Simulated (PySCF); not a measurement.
AlH3OS, SMILES [OH][AlH][SH].

Geometry optimised at TPSSh-D3(BJ)/def2-TZVP. One conformer was computed; it need not be the lowest.

Calculation: TPSSh-D3(BJ)/def2-TZVP run with PySCF.

Frequencies are harmonic and unscaled.

**Question.** Give all harmonic wavenumbers and intensities. (An estimate is asked for; the answer gives what the named calculation found.)

**Answer.** 
| mode | ν (cm⁻¹) | IR (km/mol) | Raman (Å⁴/amu) | depolarisation | moving atoms (share of kinetic energy) |
|---|---|---|---|---|---|
| 1 | 177 | 9.5 | 1.1 | 0.70 | O 42 %, Al 24 %, S 19 %, H 15 % |
| 2 | 271 | 54.8 | 0.2 | 0.75 | H 86 % |
| 3 | 327 | 46.3 | 0.0 | – | H 92 % |
| 4 | 482 | 133.4 | 0.7 | 0.75 | H 81 %, Al 14 % |
| 5 | 483 | 26.7 | 15.8 | 0.18 | S 47 %, Al 40 %, H 10 % |
| 6 | 537 | 173.4 | 1.5 | 0.73 | H 95 % |
| 7 | 645 | 75.5 | 2.9 | 0.35 | H 82 %, O 9 % |
| 8 | 698 | 74.6 | 5.4 | 0.35 | H 74 %, O 21 % |
| 9 | 865 | 156.2 | 3.2 | 0.17 | Al 41 %, O 40 %, H 18 % |
| 10 | 1974 | 168.2 | 158.5 | 0.13 | H 96 % |
| 11 | 2678 | 0.9 | 106.5 | 0.24 | H 97 % |
| 12 | 3883 | 76.6 | 140.7 | 0.26 | H 94 % |
